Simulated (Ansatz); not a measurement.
```yaml
crystal:
  periodic: [false, false, false]
  atoms:
    - {symbol: S, position_ang: [9.685568, -0.188846, -0.652492]}
    - {symbol: C, position_ang: [7.902575, -0.280897, -0.456923]}
    - {symbol: C, position_ang: [7.253709, -0.554027, 0.709564]}
    - {symbol: C, position_ang: [5.859742, -0.529666, 0.795867]}
    - {symbol: C, position_ang: [5.087027, -0.088590, -0.361996]}
    - {symbol: C, position_ang: [3.595493, -0.157715, -0.276594]}
    - {symbol: C, position_ang: [2.885838, -1.015647, 0.557129]}
    - {symbol: C, position_ang: [1.458242, -0.963924, 0.677876]}
    - {symbol: C, position_ang: [0.747841, -0.037223, -0.080587]}
    - {symbol: C, position_ang: [-0.779745, -0.011552, 0.004617]}
    - {symbol: C, position_ang: [-1.396809, 1.163791, -0.103575]}
    - {symbol: C, position_ang: [-2.819251, 1.275821, -0.020390]}
    - {symbol: C, position_ang: [-3.672016, 0.069387, 0.179178]}
    - {symbol: C, position_ang: [-5.052226, 0.123450, 0.231202]}
    - {symbol: C, position_ang: [-5.764983, 1.180187, 0.887833]}
    - {symbol: C, position_ang: [-7.164302, 1.290783, 0.893961]}
    - {symbol: C, position_ang: [-7.896127, 0.211230, 0.382806]}
    - {symbol: S, position_ang: [-9.668069, 0.175743, 0.466153]}
    - {symbol: C, position_ang: [-7.280298, -0.878881, -0.165602]}
    - {symbol: C, position_ang: [-5.880910, -0.929741, -0.243472]}
    - {symbol: C, position_ang: [-2.886874, -1.156995, 0.202931]}
    - {symbol: C, position_ang: [-1.545806, -1.168865, 0.190782]}
    - {symbol: C, position_ang: [1.446680, 0.895935, -0.951460]}
    - {symbol: C, position_ang: [2.815873, 0.820827, -0.959876]}
    - {symbol: C, position_ang: [5.718811, 0.148230, -1.486173]}
    - {symbol: C, position_ang: [7.168421, 0.205701, -1.581886]}
    - {symbol: H, position_ang: [10.002863, -0.654305, 0.645041]}
    - {symbol: H, position_ang: [7.790699, -0.848356, 1.668036]}
    - {symbol: H, position_ang: [5.337147, -0.762877, 1.786883]}
    - {symbol: H, position_ang: [3.443652, -1.807028, 1.128113]}
    - {symbol: H, position_ang: [0.951633, -1.717346, 1.296889]}
    - {symbol: H, position_ang: [-0.867074, 2.137001, -0.229997]}
    - {symbol: H, position_ang: [-3.362773, 2.185414, -0.085361]}
    - {symbol: H, position_ang: [-5.175964, 2.067174, 1.277318]}
    - {symbol: H, position_ang: [-7.626921, 2.149050, 1.363033]}
    - {symbol: H, position_ang: [-9.745620, 1.379634, 1.087451]}
    - {symbol: H, position_ang: [-7.907409, -1.646143, -0.563968]}
    - {symbol: H, position_ang: [-5.390221, -1.816274, -0.743420]}
    - {symbol: H, position_ang: [-3.482629, -2.067456, 0.440016]}
    - {symbol: H, position_ang: [-0.935427, -2.128932, 0.232302]}
    - {symbol: H, position_ang: [0.884164, 1.599821, -1.520939]}
    - {symbol: H, position_ang: [3.378596, 1.516863, -1.644579]}
    - {symbol: H, position_ang: [5.152077, 0.446224, -2.444831]}
    - {symbol: H, position_ang: [7.657369, 0.376186, -2.528035]}
basis:
  gaussian: {orbitals: def2-TZVP, fitting: {mean_field: def2-universal-jkfit}}
total_charge: -1
magnetization: {spin_polarized: true, initial_magnetization: 1}
hamiltonian: {xc: {name: rPW86-PBE}}
scf: {omitted_lower_state_checks: [starts]}
output: {forces: true}
```

```sh
$ ansatz run in.yaml --threads 2 --pin off --events-out ev --progress --plain --max-ram 32768MiB --backend cuda --devices 0, --max-vram 18GiB
```

Output, abridged:

```
Functional definition: rPW86-PBE
2380 factors; integrals over basis functions are off by at most 6.4e-1 eV
mean field evaluation 1: about -46880.5326 eV, gradient 1.0e2 eV
mean field evaluation 2: about -46358.4604 eV, gradient 2.8e2 eV
mean field evaluation 4: about -46926.1804 eV, gradient 4.1e1 eV
mean field evaluation 8: about -46937.9275 eV, gradient 6.7e0 eV
mean field evaluation 16: about -46938.3821 eV, gradient 2.1e-1 eV
mean field evaluation 32: about -46938.3825 eV, gradient 9.5e-5 eV
mean field -46938.38253680 eV, -1724.9537422489 hartree, gradient 4.1e-5 eV, S^2 0.752493; 0 other end points of the search recorded, 0 dependent functions left out
reference -46938.38279036 eV, -1724.9537515673 hartree; 98, 97 occupied and 828, 829 virtual orbitals, 2380 factors
Total energy: -46938.38279036 eV, -1724.9537515673 hartree
Atom 0 force     0.276831    -0.617710     1.439269 eV/Å
Atom 1 force     0.892708     1.486462    -1.979705 eV/Å
Atom 2 force    -0.642513    -1.138677     2.858424 eV/Å
Atom 3 force    -0.623961     0.428031     0.421400 eV/Å
Atom 4 force    -2.805560    -2.372311     4.518406 eV/Å
Atom 5 force     0.282768     1.249633    -0.190059 eV/Å
Atom 6 force    -0.767952    -1.396171     1.198852 eV/Å
Atom 7 force     1.968544    -0.450800    -0.422819 eV/Å
Atom 8 force    -2.205044     0.456574    -0.435525 eV/Å
Atom 9 force     3.922402    -1.543407    -0.070392 eV/Å
Atom 10 force    -3.540389     4.196746    -0.293588 eV/Å
Atom 11 force     0.004339    -2.611514     0.527255 eV/Å
Atom 12 force     4.787949     0.979845    -0.888705 eV/Å
Atom 13 force    -2.699314    -0.123187     0.868910 eV/Å
Atom 14 force     0.287845     1.847590    -0.297558 eV/Å
Atom 15 force     1.446771    -0.612852     0.114096 eV/Å
Atom 16 force    -1.152723     1.082440     0.565601 eV/Å
Atom 17 force    -0.437860     0.385682     0.151437 eV/Å
Atom 18 force     1.670198    -0.418904    -0.316769 eV/Å
Atom 19 force     0.030499    -1.266897    -0.728354 eV/Å
Atom 20 force    -3.154406    -0.059404     0.856367 eV/Å
Atom 21 force     2.352498    -1.938284    -0.211858 eV/Å
Atom 22 force    -0.084539    -1.705587     1.868853 eV/Å
Atom 23 force     1.174108     0.820155    -1.666991 eV/Å
Atom 24 force     3.270257     2.286258    -5.288983 eV/Å
Atom 25 force    -1.773092    -1.341879     0.934800 eV/Å
Atom 26 force    -0.215648     0.405156    -1.205081 eV/Å
Atom 27 force    -0.302856     0.317409    -1.275610 eV/Å
Atom 28 force     0.760010     0.370982    -1.483102 eV/Å
Atom 29 force    -0.538050     0.713166    -0.450682 eV/Å
Atom 30 force     0.121207     0.401425    -0.131030 eV/Å
Atom 31 force    -0.104803    -0.824418     0.072095 eV/Å
Atom 32 force    -0.039637     1.078521    -0.145767 eV/Å
Atom 33 force    -0.582913    -1.097807    -0.267155 eV/Å
Atom 34 force    -0.181175     0.103811     0.057065 eV/Å
Atom 35 force    -0.255668    -0.156616    -0.070145 eV/Å
Atom 36 force    -0.151807    -0.761773    -0.318571 eV/Å
Atom 37 force    -0.576266     0.941354     0.498439 eV/Å
Atom 38 force     0.617338     0.303867    -0.373264 eV/Å
Atom 39 force    -1.073322     0.925419     0.075553 eV/Å
Atom 40 force    -0.225999     0.505092    -0.427537 eV/Å
Atom 41 force    -0.515065    -0.499009     0.690070 eV/Å
Atom 42 force     0.712506    -0.520884     1.454989 eV/Å
Atom 43 force     0.071783     0.172471    -0.232630 eV/Å
Dipole moment:     0.108675     0.079520     0.175494 e Å
Checks for a lower state left out: starts
```

It took 27 s on 2 threads of AMD EPYC 7R13 on a shared host and a share (18 GiB) of an NVIDIA H100 80GB HBM3, peak host memory 1.8 GiB.

The highest occupied level of an anion often lies above zero with these methods, and sets without diffuse functions describe the outer electron poorly.

The dipole of an ion depends on the origin.
